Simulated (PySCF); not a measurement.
**Electronic structure of Rb³⁺ (rubidium, charge +3) at the UHF level**

Configuration: [Ar] 3d10 4s2 4p4, high-spin 3P determinant. Computed with PySCF 2.14 in x2c-TZVPall, with scalar relativity by spin-free X2C-1e.

* Total energy: -2976.602453 hartree
* One-electron energy: -4085.2484 hartree
* Hartree (Coulomb) energy: 1207.5156 hartree
* Exchange energy: -98.8697 hartree
* ⟨S²⟩: 2.0064
* ⟨L²⟩: 2.023
* Sum of ⟨r⟩: 19.85 bohr
* Sum of ⟨r²⟩: 22.03 bohr²
* Traceless quadrupole moment −½Σ⟨3z² − r²⟩ along its main axis: -1.11 e·bohr²
* Langevin diamagnetic susceptibility: -17.4 ×10⁻⁶ cm³/mol
* Time after the integrals: 0.3 s of wall time on 1 thread of Neoverse-V2 (shared host)

| shell | electrons | mean orbital energy (eV) | spread (eV) | rms radius, mean of both spins (bohr) |
| --- | --- | --- | --- | --- |
| 1s α | 1 | -15323.0 | 0 | 0.0464 |
| 1s β | 1 | -15322.6 | 0 | 0.0464 |
| 2s α | 1 | -2143.7 | 0 | 0.192 |
| 2s β | 1 | -2143.4 | 0 | 0.192 |
| 2p α | 3 | -1899.4 | 0.365 | 0.171 |
| 2p β | 3 | -1898.9 | 0.155 | 0.171 |
| 3s α | 1 | -377.17 | 0 | 0.543 |
| 3s β | 1 | -376.39 | 0 | 0.543 |
| 3p α | 3 | -296.21 | 1.052 | 0.557 |
| 3p β | 3 | -295.18 | 0.144 | 0.557 |
| 3d α | 5 | -161.66 | 0.967 | 0.575 |
| 3d β | 5 | -161.14 | 0.512 | 0.575 |
| 4s α | 1 | -76.621 | 0 | 1.50 |
| 4s β | 1 | -69.128 | 0 | 1.50 |
| 4p α | 3 | -54.452 | 2.367 | 1.70 |
| 4p β | 1 | -51.370 | 0 | 1.70 |

Densities and radii are taken from the X2C orbitals without a picture-change correction, which distorts them close to the nucleus.
